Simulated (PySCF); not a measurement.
**`CO[C@@]12CC[C@@H]1[C@H]2O`, C6H10O2**

Cartesian coordinates in Å; atom numbers follow the order of the lines, from 1:
```xyz
18

C     2.245    0.010    0.862
O     0.905    0.284    1.233
C    -0.005   -0.006    0.231
C    -0.486   -1.399   -0.172
C    -1.902   -0.815   -0.375
C    -1.397    0.559    0.049
C    -0.280    0.981   -0.874
O     0.253    2.257   -0.745
H     2.522    0.551   -0.048
H     2.393   -1.063    0.700
H     2.865    0.342    1.692
H    -0.007   -1.821   -1.056
H    -0.432   -2.112    0.647
H    -2.638   -1.232    0.308
H    -2.285   -0.865   -1.394
H    -1.939    1.265    0.655
H    -0.288    0.681   -1.915
H     0.464    2.390    0.189
```

The calculation used PySCF 2.14.0, GIAO PBE/pcSseg-1 magnetisability, rotational g tensor and spin-rotation constants, non-relativistic, gas phase. Geometry: GFN2-xTB.

**Question.** Give the nuclear spin-rotation constants along the inertial axes (H = +C I·J) beside the isotropic shieldings.

**Answer.** Rotational constants 2.8839, 2.0833, 1.4115 GHz. A star marks the isotopologue with that one atom substituted, in its own axes.
```
atom  isotope  Caa (kHz)  Cbb (kHz)  Ccc (kHz)  mean (kHz)  σ (ppm)
  H9       1H     -0.273     -0.051     -0.055      -0.126     28.1
 H10       1H     -0.264      0.021     -0.105      -0.116     28.0
 H11       1H      0.017     -0.213     -0.085      -0.093     28.0
 H12       1H     -0.324     -0.235      0.058      -0.167     29.7
 H13       1H     -0.314      0.046     -0.129      -0.133     29.3
 H14       1H     -0.182     -0.167     -0.056      -0.135     29.6
 H15       1H     -0.160     -0.197     -0.071      -0.143     30.7
 H16       1H     -0.335     -0.199      0.021      -0.171     30.1
 H17       1H     -0.269     -0.211      0.044      -0.145     28.4
 H18       1H     -0.227     -0.249     -0.074      -0.183     31.2
  C1     13C*      0.540      0.486      0.280       0.435    124.6
  O2     17O*     -0.239     -0.199     -0.105      -0.181    293.4
  C3     13C*      0.521      0.572      0.305       0.466    114.8
  C4     13C*      0.450      0.363      0.235       0.349    153.0
  C5     13C*      0.509      0.289      0.184       0.327    163.9
  C6     13C*      0.522      0.336      0.250       0.369    148.3
  C7     13C*      0.572      0.507      0.318       0.466    115.3
  O8     17O*     -0.208     -0.228     -0.047      -0.161    308.8
```
For the geometry as given, no vibrational averaging.

**Question.** How do the rotational constants and the g tensor change when H9, H10, H11, H12, H13, H14, H15, H16, H17, H18 are replaced by deuterium?

**Answer.** Constants 2.4726, 1.7251, 1.2121 GHz; g -0.0076, -0.0071, -0.0085, against -0.0086, -0.0090, -0.0097 before.
